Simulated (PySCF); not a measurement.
C₃H₈ClFSi, SMILES CCC[Si@H](F)Cl. Atoms are numbered in the order given.

```xyz
14

C     -3.4111    -0.4963     0.4124
C     -1.9647    -0.9284     0.2279
C     -1.0209     0.2412    -0.0588
Si     0.7493    -0.2683    -0.2833
F      1.2572    -1.0181     1.0637
Cl     1.9335     1.3951    -0.5523
H     -3.7944     0.0079    -0.4891
H     -3.5102     0.2091     1.2526
H     -4.0655    -1.3568     0.6188
H     -1.9034    -1.6630    -0.5945
H     -1.6181    -1.4609     1.1297
H     -1.0525     0.9816     0.7603
H     -1.3329     0.7850    -0.9688
H      0.9829    -1.1996    -1.4150
```

The structure is a stationary point at PBE0-D3(BJ)/def2-SVP. The structure was generated by enumeration; whether it is a known compound was not checked. Other conformers were not sampled.

These are HF/pcSseg-1 run with PySCF values and carry that method's errors.

GIAO shieldings, no solvent; atoms listed in one row are averaged. δ = σ(ref) − σ: ¹³C against TMS (σ = 192.6 ppm); ²⁹Si against TMS (σ = 393.8 ppm); ¹⁹F against CFCl3 (σ = 238.5 ppm); ³⁵Cl against HCl (σ = 958.2 ppm); ¹H against TMS (σ = 31.99 ppm), references at their B3LYP-D3(BJ)/def2-TZVP geometries, non-relativistic (without spin–orbit terms, shifts of atoms bonded to Cl or Br come out too high).

```tsv
nucleus	atoms	count	δ (ppm)
¹³C	C1	1	20.8
¹³C	C3	1	20.6
¹³C	C2	1	17.1
²⁹Si	Si4	1	8.3
¹⁹F	F5	1	-133.9
³⁵Cl	Cl6	1	8.2
¹H	H14	1	5.12
¹H	H11	1	1.58
¹H	H7, H8, H9	3	1.44
¹H	H10	1	1.36
¹H	H12	1	1.07
¹H	H13	1	0.61
```
